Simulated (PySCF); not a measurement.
A GIAO shielding run with PySCF 2.14 (density fitting, non-relativistic, gas phase) on `CCO[Si@H](C)C(C)(C)C`, C₇H₁₈OSi:

```
$ OMP_NUM_THREADS=1 python probes_run.py task.json out

{"job": {"kind": "nmr", "xc": "PBE0", "basis": "pcSseg-1"}, "charge": 0, "multiplicity": 1}
C      3.586839    -0.644716    -0.087085
C      2.643837     0.547245    -0.023581
O      1.326986     0.112819    -0.224565
Si    -0.052216     0.945924    -0.018118
C     -0.188000     1.659437     1.741750
C     -1.403516    -0.352596    -0.388903
C     -2.772746     0.321992    -0.348387
C     -1.190659    -0.952340    -1.778629
C     -1.379524    -1.482297     0.641974
H      3.328228    -1.362367     0.687224
H      3.500888    -1.133224    -1.054142
H      4.612792    -0.317093     0.057418
H      2.901855     1.278976    -0.798767
H      2.723526     1.044886     0.949744
H     -0.127876     2.068910    -0.971792
H      0.532853     2.457470     1.895937
H     -1.171358     2.072462     1.938345
H      0.006111     0.897061     2.491868
H     -3.559976    -0.394425    -0.582223
H     -2.971901     0.732440     0.638459
H     -2.826149     1.133588    -1.070206
H     -0.221462    -1.440581    -1.834596
H     -1.962980    -1.689043    -2.001266
H     -1.226983    -0.178318    -2.542036
H     -1.580432    -1.099258     1.640177
H     -0.408946    -1.972609     0.647964
H     -2.139087    -2.227921     0.405600
```

Hardware: 1 thread of an Arm Neoverse N1, shared host. The job also computes population analyses, field gradients.

Question: How large is the calculation?

Answer: 82 electrons, 250 basis functions and 1315 auxiliary functions.

Question: How long does it take, and how much memory does it need?

Answer: 2.1 min of wall time, with 14 SCF cycles and 4 response iterations; peak memory 1.2 GiB. Times on a shared host scatter by some tens of per cent.
